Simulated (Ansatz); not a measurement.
Cost and result for the atomization energy of `O=CO[SiH2][NH][AlH2]` (12 atoms, 11 bonds).

```xyz
12

O    -1.320   -1.955   -0.906
C    -0.404   -2.388   -0.261
O     0.696   -1.711    0.030
Si    0.845   -0.134   -0.602
N    -0.382    0.919   -0.065
Al   -0.291    2.275    1.094
H    -0.382   -3.403    0.162
H     2.139    0.318   -0.050
H     0.893   -0.288   -2.073
H    -1.291    0.702   -0.460
H     1.119    2.593    1.731
H    -1.623    3.071    1.401
```

Total charge 0; spin multiplicity 1. The geometry is a stationary point of PBE0-D4/def2-TZVP. It is one conformer, not always the lowest. Program: Ansatz. All runs use 4 threads of an Arm Neoverse V1 on a shared host. Times are those of one run each, without the atoms' runs, and a repeat can differ threefold. Electronic energies, without spin–orbit coupling; frozen cores. CCSD(T)/CBS adds CCSD(T) − MP2 in def2-TZVPP to the MP2 limit, and its time is that of the two runs behind it. T1 = 0.015. B3LYP takes the VWN-RPA correlation (the form of Gaussian; ORCA's B3LYP/G).

CCSD(T)/CBS is a level of theory with its own doubt, some kJ/mol a heavy atom from the limit and from the frozen cores, so smaller differences don't rank the functionals.

```csv
level,functions,wall time
LDA (SPW92)/def2-TZVPP,292,2 s
revPBE-D4/def2-TZVPP,292,3.2 s
BLYP-D4/def2-TZVPP,292,3.4 s
PBE-D4/def2-TZVPP (with forces),292,3.8 s
B3LYP-D4/def2-TZVPP (with forces),292,8 s
PBE-QIDH/def2-TZVPP,292,9 s
CCSD(T)/def2-SVP,122,11 s
ωB97X-V/def2-TZVPP,292,13 s
B97M-V/def2-TZVPP,292,14 s
ωB97M-V/def2-TZVPP (with forces),292,19 s
MP2/def2-QZVPP,548,38 s
CCSD(T)/def2-TZVPP,292,6.5 min
CCSD(T)/CBS(def2),–,7.1 min
```

What atomization energy does each give, and how far from CCSD(T)/CBS? (Estimate.)

The calculation gave: 
```csv
level,atomization (kcal/mol),difference from CCSD(T)/CBS,per bond
LDA (SPW92)/def2-TZVPP,1212.7,153.7,14.0
revPBE-D4/def2-TZVPP,1045.8,-13.2,-1.2
BLYP-D4/def2-TZVPP,1060.0,1.0,0.1
PBE-D4/def2-TZVPP (with forces),1073.6,14.6,1.3
B3LYP-D4/def2-TZVPP (with forces),1056.3,-2.7,-0.2
PBE-QIDH/def2-TZVPP,1042.0,-17.0,-1.5
CCSD(T)/def2-SVP,987.0,-72.0,-6.5
ωB97X-V/def2-TZVPP,1063.6,4.6,0.4
B97M-V/def2-TZVPP,1063.8,4.8,0.4
ωB97M-V/def2-TZVPP (with forces),1061.9,2.9,0.3
MP2/def2-QZVPP,1069.9,10.9,1.0
CCSD(T)/def2-TZVPP,1026.4,-32.6,-3.0
CCSD(T)/CBS(def2),1059.0,0.0,0.0
```

At CCSD(T), def2-SVP lies −72.0 kcal/mol from the extrapolated value and def2-TZVPP −32.5 kcal/mol: correlation converges slowly with the basis, and small sets miss more of it in the bonded molecule than in its fragments. The D4 term adds +10.7 kcal/mol with B3LYP and +5.6 kcal/mol with PBE0; it sums over pairs of atoms, weighted by their polarisabilities, and B3LYP, whose exchange is more repulsive, gets the larger term. Leaving LDA and LC-ωPBE aside and taking each functional with its dispersion term where it has one, the values, not all of them listed here, spread over 54.2 kcal/mol, from BHLYP-D4 to PBE-D4. LDA lies +145.7 kcal/mol from PBE without D4, its usual overbinding.
